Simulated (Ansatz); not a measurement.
`F[Si](F)(Cl)I` + HI → `F[Si](F)(I)I` + HCl at 400 K and 1 bar (ligand exchange at the Si–Cl bond).

Isolated molecules relaxed with PBE0-D4/def2-TZVP in Ansatz; ΔE leaves out vibrations. CCSD(T)/CBS is the MP2 limit (def2-TZVPP, def2-QZVPP) plus CCSD(T) − MP2 in def2-TZVPP, frozen cores. This one scheme is used for every species. Elements past krypton have def2 core potentials. For I outer-core shells are correlated without core-valence functions, which leaves a few kJ/mol of doubt a bond.

| species | CCSD(T)/CBS energy (Eh) | H − E (kJ/mol) | S (J/(mol·K)) |
| --- | --- | --- | --- |
| `F[Si](F)(Cl)I` | -1246.11308 | 51.4 | 375.9 |
| HI | -298.03592 | 25.7 | 215.0 |
| `F[Si](F)(I)I` | -1083.76165 | 50.4 | 391.8 |
| HCl | -460.38127 | 29.6 | 195.4 |

H − E and S are ideal-gas, rigid-rotor, harmonic terms from PBE0-D4/def2-TZVP. 1 Eh = 2625.50 kJ/mol, R = 8.31446 J/(mol·K).

Task: By hand: ΔE, ΔH, ΔS and ΔG.

Result: ΔE = (-1083.76165) + (-460.38127) − (-1246.11308) − (-298.03592) = 0.00608 Eh = 16.0 kJ/mol. Δ(H − E) = 50.4 + 29.6 − 51.4 − 25.7 = 2.9, so ΔH = 18.9 kJ/mol. ΔS = 391.8 + 195.4 − 375.9 − 215.0 = -3.7 J/(mol·K). ΔG = 18.9 − 400 × (-3.7)/1000 = 20.4 kJ/mol.

Task: By hand: the equilibrium constant, and the temperature at which ΔG would vanish if ΔH and ΔS stayed fixed.

Result: log₁₀ K = −ΔG/(RT ln 10) = -2.7. ΔH and −TΔS have one sign here, so there is no such temperature.

The number of gas molecules stays the same, so ΔS is small and ΔH decides. A doubt of 5 kJ/mol in ΔE shifts log₁₀ K by 0.7 here. These are equilibria of isolated gas molecules and say nothing of rates. Largest T1 diagnostic: 0.010 (customary marks: 0.02 for closed shells, 0.045 for open ones).

ΔS is within the doubt of such terms, so its sign, and with it that verdict, could turn.
